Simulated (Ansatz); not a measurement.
The same ligand exchange along the group B, Al, Ga, In.

Calculated with Ansatz (gas phase, PBE0-D4/def2-TZVP geometries, no zero-point term in ΔE). CCSD(T)/CBS is the MP2 limit (def2-TZVPP, def2-QZVPP) plus CCSD(T) − MP2 in def2-TZVPP, frozen cores. Functionals use def2-TZVPP. Elements past krypton have def2 core potentials. For Ga, In, Se outer-core shells are correlated without core-valence functions, which leaves a few kJ/mol of doubt a bond. Scalar relativity is left out up to krypton. Each species was taken in one conformer, which may not be the lowest.

| reaction | MP2/CBS(def2) (kJ/mol) | PBE0-D4 (kJ/mol) |
| --- | --- | --- |
| `[SiH3]OB(Cl)Cl` + H₂Se → `ClB(Cl)[SeH]` + silanol | 61 | 66 |
| `[SiH3][O][Al]([Cl])[Cl]` + H₂Se → `[Cl][Al]([Cl])[SeH]` + silanol | 32 | 28 |
| `[SiH3][O][Ga]([Cl])[Cl]` + H₂Se → `[Cl][Ga]([Cl])[SeH]` + silanol | -43 | -47 |
| `[SiH3][O][In]([Cl])[Cl]` + H₂Se → `[Cl][In]([Cl])[SeH]` + silanol | -80 | -87 |

(1) Give the CCSD(T)/CBS values in the same order. (Estimate.)

Largest T1 diagnostic: 0.014, for `[SiH3][O][In]([Cl])[Cl]`.

Answers

(1) Computed: 68, 36, -39, -75 kJ/mol.
